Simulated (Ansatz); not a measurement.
Job for Ansatz (an electronic-structure program): U-CCSD(T)/def2-TZVPP on AlN, 2S+1 = 3, a spin state set in the input, which need not be the lowest, a point of a bond scan (R = 1.789 Å).

Ansatz 0.2 input:
```yaml
crystal:
  periodic: [false, false, false]
  atoms:
    - {symbol: N, position_ang: [0.00000000, 0.00000000, 0.00000000]}
    - {symbol: Al, position_ang: [0.00000000, 0.00000000, 1.78860400]}
basis:
  gaussian:
    orbitals: def2-TZVPP
magnetization: {spin_polarized: true, initial_magnetization: 2}
correlation: {method: ccsd_t, electrons: valence}
output: {orbitals: {seedname: ./end}}
```

The log:

```
WARN ansatz: RAYON_NUM_THREADS=1 ignored (pool sized by the plan → 1); use --threads N
Functional definition: HF
integrals: 0.07 GiB planned
453 factors; integrals over basis functions are off by at most 1.1e-3 eV
mean field: 0.12 GiB planned
mean field evaluation 1: about -8059.3463 eV, gradient 2.1e1 eV
mean field evaluation 2: about -8059.3482 eV, gradient 2.1e1 eV
mean field evaluation 4: about -8062.2894 eV, gradient 2.9e0 eV
mean field evaluation 8: about -8062.6725 eV, gradient 2.7e-1 eV
mean field evaluation 16: about -8062.7237 eV, gradient 8.0e-1 eV
mean field evaluation 32: about -8059.3472 eV, gradient 2.1e1 eV
mean field evaluation 64: about -8062.6769 eV, gradient 2.1e-5 eV
mean field evaluation 96: about -8059.3456 eV, gradient 7.9e0 eV
mean field evaluation 128: about -8060.4082 eV, gradient 2.1e-6 eV
mean field evaluation 160: about -8063.0530 eV, gradient 4.2e-1 eV
mean field evaluation 192: about -8063.0567 eV, gradient 1.0e-1 eV
mean field evaluation 224: about -8062.6769 eV, gradient 1.9e-5 eV
mean field evaluation 256: about -8062.6625 eV, gradient 4.3e-1 eV
mean field evaluation 288: about -8059.7068 eV, gradient 4.6e-2 eV
mean field evaluation 320: about -8062.6752 eV, gradient 7.2e-2 eV
mean field evaluation 352: about -8062.6732 eV, gradient 2.5e-1 eV
mean field evaluation 384: about -8059.6597 eV, gradient 7.8e-2 eV
mean field evaluation 416: about -8060.4082 eV, gradient 2.6e-2 eV
mean field evaluation 448: about -8061.3837 eV, gradient 1.5e-1 eV
mean field evaluation 480: about -8061.3886 eV, gradient 2.0e-1 eV
mean field evaluation 512: about -8061.3963 eV, gradient 2.8e-1 eV
mean field evaluation 544: about -8061.3657 eV, gradient 3.2e-1 eV
mean field evaluation 576: about -8061.3401 eV, gradient 4.9e-1 eV
mean field evaluation 608: about -8061.3996 eV, gradient 3.2e-1 eV
mean field evaluation 640: about -8061.3454 eV, gradient 4.3e-1 eV
mean field evaluation 672: about -8058.4361 eV, gradient 4.2e0 eV
mean field evaluation 704: about -8058.3077 eV, gradient 9.1e-2 eV
mean field evaluation 736: about -8059.9072 eV, gradient 2.1e-1 eV
mean field evaluation 768: about -8057.3039 eV, gradient 3.0e-1 eV
mean field evaluation 800: about -8056.7098 eV, gradient 1.5e1 eV
mean field evaluation 832: about -8062.6769 eV, gradient 8.5e-3 eV
mean field evaluation 864: about -8061.3378 eV, gradient 5.7e-1 eV
mean field evaluation 896: about -8061.3173 eV, gradient 7.8e-1 eV
mean field evaluation 928: about -8061.4083 eV, gradient 3.6e-1 eV
mean field evaluation 960: about -8060.4037 eV, gradient 1.1e-1 eV
mean field -8063.05801871 eV, -296.3119168507 hartree, gradient 3.4e-6 eV, S^2 2.147452; 19 other end points of the search recorded, 0 dependent functions left out
determinant -8063.05801871 eV, -296.3119168507 hartree, with singles and doubles -8068.63211468 eV, -296.5167610991 hartree
determinant -8063.04330193 eV, -296.3113760190 hartree, with singles and doubles -8068.64235351 eV, -296.5171373693 hartree
determinant -8062.67694782 eV, -296.2979127537 hartree, with singles and doubles -8068.62397864 eV, -296.5164621053 hartree
determinant -8060.40817319 eV, -296.2145368238 hartree, with singles and doubles -8065.26207325 eV, -296.3929143609 hartree
determinant -8059.91100422 eV, -296.1962662013 hartree, with singles and doubles -8066.10305509 eV, -296.4238198734 hartree
determinant -8059.70770723 eV, -296.1887951745 hartree, with singles and doubles -8066.22371677 eV, -296.4282541084 hartree
determinant -8059.66003579 eV, -296.1870432816 hartree, with singles and doubles -8065.47322581 eV, -296.4006740745 hartree
determinant -8063.05801871 eV, -296.3119168507 hartree, with singles and doubles -8068.58209671 eV, -296.5149229728 hartree
determinant -8063.04330193 eV, -296.3113760190 hartree, with singles and doubles -8068.57486234 eV, -296.5146571147 hartree
determinant -8062.67694782 eV, -296.2979127537 hartree, with singles and doubles -8068.58700767 eV, -296.5151034472 hartree
6 core orbitals not correlated
reference -8062.67694782 eV, -296.2979127537 hartree; 5, 3 occupied and 62, 64 virtual orbitals, 453 factors
second order -5.04198017 eV of doubles, -0.00000000 eV of singles
coupled cluster: 0.19 GiB planned
cycle   1  -5.91006009 eV  change   -2.4e-7 eV  update   1.9e-6
coupled cluster: 0.20 GiB planned
perturbative correction -0.27502443 eV, -0.0101069615 hartree
Total energy: -8068.86203234 eV, -296.5252104175 hartree
```

The run converged.

Cost: about 30 core-seconds (a rough figure).
